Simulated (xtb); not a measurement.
CH₄BrGaO, SMILES C[O][GaH][Br]. All values are semi-empirical tight-binding results from xtb (GFN2-xTB unless named), good for trends rather than for accurate numbers. Coordinates come from a GFN2-xTB optimisation. The values are those of a single conformer.

Optimised geometry:

```xyz
8

Ga    -0.7160    -0.4556    -0.0390
H     -2.0126    -1.1117     0.3735
Br     0.6885     0.8555     1.1789
O     -0.3962    -0.8572    -1.6701
C      0.3057    -0.8691    -2.8989
H      0.6502    -1.8853    -3.1029
H     -0.3717    -0.5509    -3.6944
H      1.1675    -0.1983    -2.8733
```
Charge 0, spin multiplicity 1.

For metal compounds this method's bond lengths and energies can be far off.

Computed properties:
```
Item                                           Value
-------------------------------------  -------------
orbital gap                                  4.27 eV
zero-point energy                      29.2 kcal/mol
G − E(el) at 298.15 K (modified RRHO)   8.2 kcal/mol
```

Problem. Give the atomic charges and the Wiberg bond orders between heavy atoms. (An estimate is asked for; the answer gives what the named calculation found.)

Solution. charges (e) Ga1 0.17, H2 0.04, Br3 -0.05, O4 -0.35, C5 0.05, H6 0.05, H7 0.05, H8 0.05. Bond orders Ga1–Br3 1.27, Ga1–O4 1.24, O4–C5 0.95.
